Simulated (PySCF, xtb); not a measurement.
trichloroethylene (C₂HCl₃), SMILES ClC=C(Cl)Cl.

Harmonic wavenumbers (cm⁻¹) from GFN2-xTB (xtb) at its own minimum, in rising order: 139, 192, 244, 354, 412, 593, 743, 782, 831, 1169, 1600, 3085.

Question: What does PySCF with PBE0-D3(BJ)/def2-SVP give at its own minimum? (Estimate from the structure and the level; the computed values follow.)

Answer: 170, 208, 280, 395, 475, 651, 801, 878, 962, 1247, 1683, 3252. Paired by order, the mean absolute difference is 71 cm⁻¹ and the zero-point energies are 14.5 and 15.7 kcal/mol.
